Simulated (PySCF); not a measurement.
AsF2H2In. Atoms are numbered in the order given.

```xyz
6

In     0.6890    -0.0061     0.0000
As    -1.9039     0.0634     0.0000
H     -1.9102    -0.9993     1.1026
H     -1.9102    -0.9993    -1.1026
F      1.8271     0.0114    -1.6025
F      1.8271     0.0114     1.6025
```
Charge 0, spin multiplicity 1.

Coordinates come from a B3LYP-D3(BJ)/def2-SVP optimisation. The structure was generated by enumeration; whether it is a known compound was not checked. The def2 effective core potentials stand for the cores of In; spin–orbit coupling is left out.

The numbers are results of PySCF with TDDFT-CAM-B3LYP/def2-SVPD, not measurements.

Vertical excitations. Isolated molecule, no solvent. State labels are in the subgroup Cs.

Computed UV-visible absorptions:
```json
[
 {"state": "S1", "symmetry": "A'", "energy (eV)": "5.48", "λ (nm)": "226", "f": "0.302", "main pairs": "HOMO→LUMO 79 %"},
 {"state": "S2", "symmetry": "A'", "energy (eV)": "6.02", "λ (nm)": "206", "f": "0.032", "main pairs": "HOMO→LUMO+1 85 %"},
 {"state": "S3", "symmetry": "A'", "energy (eV)": "6.18", "λ (nm)": "201", "f": "0.210", "main pairs": "HOMO−1→LUMO 75 %"},
 {"state": "S4", "symmetry": "A\"", "energy (eV)": "6.55", "λ (nm)": "189", "f": "0.006", "main pairs": "HOMO→LUMO+2 64 %, HOMO−2→LUMO 30 %"},
 {"state": "S5", "symmetry": "A\"", "energy (eV)": "6.65", "λ (nm)": "186", "f": "0.004", "main pairs": "HOMO−2→LUMO 36 %, HOMO−3→LUMO 35 %, HOMO→LUMO+2 22 %"},
 {"state": "S6", "symmetry": "A\"", "energy (eV)": "6.68", "λ (nm)": "186", "f": "0.003", "main pairs": "HOMO−3→LUMO 59 %, HOMO−2→LUMO 22 %, HOMO→LUMO+2 10 %"},
 {"state": "S7", "symmetry": "A'", "energy (eV)": "7.00", "λ (nm)": "177", "f": "0.016", "main pairs": "HOMO−4→LUMO 57 %, HOMO−5→LUMO 18 %, HOMO−1→LUMO+1 10 %"},
 {"state": "S8", "symmetry": "A'", "energy (eV)": "7.07", "λ (nm)": "175", "f": "0.015", "main pairs": "HOMO−5→LUMO 56 %, HOMO−4→LUMO 30 %"},
 {"state": "S9", "symmetry": "A'", "energy (eV)": "7.11", "λ (nm)": "174", "f": "0.045", "main pairs": "HOMO→LUMO+3 72 %, HOMO−1→LUMO+1 15 %"},
 {"state": "S10", "symmetry": "A\"", "energy (eV)": "7.37", "λ (nm)": "168", "f": "0.051", "main pairs": "HOMO−6→LUMO 69 %, HOMO−3→LUMO+1 19 %"},
 {"state": "T1", "symmetry": "A'", "energy (eV)": "4.03", "λ (nm)": "308", "f": "0", "main pairs": "HOMO→LUMO 95 %"},
 {"state": "T2", "symmetry": "A'", "energy (eV)": "5.36", "λ (nm)": "231", "f": "0", "main pairs": "HOMO→LUMO+1 55 %, HOMO−1→LUMO 39 %"},
 {"state": "T3", "symmetry": "A'", "energy (eV)": "5.54", "λ (nm)": "224", "f": "0", "main pairs": "HOMO−1→LUMO 56 %, HOMO→LUMO+1 39 %"},
 {"state": "T4", "symmetry": "A\"", "energy (eV)": "5.92", "λ (nm)": "209", "f": "0", "main pairs": "HOMO→LUMO+2 79 %"}
]
```
Triplets are in the Tamm–Dancoff approximation, which puts them higher than full response would, so one can lie above its singlet here.
